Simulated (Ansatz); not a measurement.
Consider the ligand exchange at the Si–N bond: `C[SiH2]N[SiH2]O` + `N=C(N)S` → `N=C(S)N[SiH2]O` + `C[SiH2]N`.

Computed with Ansatz on PBE0-D4/def2-TZVP structures; ΔE is electronic, products minus reactants. CCSD(T)/CBS adds triple-zeta CCSD(T) − MP2 to the extrapolated MP2 energy (def2 sets, frozen cores). Functionals use def2-TZVPP. One conformer a species, not always the lowest.

`C[SiH2]N[SiH2]O`:

```xyz
14

C    -2.416   -0.372   -0.393
Si   -0.709    0.238   -0.827
N     0.298    0.416    0.572
Si    1.830   -0.307    0.855
O     3.048    0.282   -0.084
H    -2.368   -1.345    0.101
H    -2.923    0.326    0.278
H    -3.030   -0.473   -1.293
H    -0.843    1.531   -1.560
H    -0.003   -0.732   -1.706
H    -0.029    1.041    1.295
H     2.119   -0.083    2.298
H     1.805   -1.745    0.509
H     3.220    1.224   -0.045
```

`N=C(N)S`:

Cartesian coordinates in Å:
```
N 0.060 -0.848 1.344
C 0.050 -0.104 0.322
N -0.278 -0.585 -0.919
S 0.448 1.637 0.368
H 0.195 -0.323 2.201
H -0.370 -1.590 -0.940
H 0.213 -0.190 -1.703
H -0.317 2.004 -0.674
```

`N=C(S)N[SiH2]O`:

```xyz
12

N    -1.672   -0.466    0.527
C    -0.888    0.524    0.644
S    -1.529    2.099    1.143
N     0.473    0.561    0.416
Si    1.380   -0.652   -0.436
O     1.159   -0.638   -2.059
H    -1.176   -1.323    0.291
H    -2.766    1.628    1.359
H     0.919    1.444    0.615
H     2.797   -0.314   -0.209
H     0.997   -1.972    0.123
H     0.305   -0.890   -2.414
```

`C[SiH2]N`:

```xyz
10

C    -1.035    0.917   -0.214
Si    0.644    0.091   -0.236
N     0.762   -1.422    0.575
H    -1.001    1.868   -0.755
H    -1.360    1.123    0.809
H    -1.791    0.287   -0.689
H     1.626    1.006    0.409
H     1.032   -0.147   -1.654
H     0.762   -1.468    1.581
H     0.360   -2.253    0.174
```

Q: Is it downhill or uphill in electronic energy at CCSD(T)/CBS, and by how much? (Best estimate.)

A: Ansatz gave: Uphill: ΔE = +4.8 kcal/mol.

Q: What do these levels give: PBE-D4, r2SCAN-D4, PBE0-D4, HF/def2-QZVPP, HF/CBS(def2), CCSD/CBS(def2)? (Best estimate.)

A: Computed: PBE-D4 5.1, r2SCAN-D4 5.2, PBE0-D4 4.9, HF/def2-QZVPP 5.1, HF/CBS(def2) 5.1, CCSD/CBS(def2) 4.8 kcal/mol.

Largest T1 diagnostic among the species: 0.014.
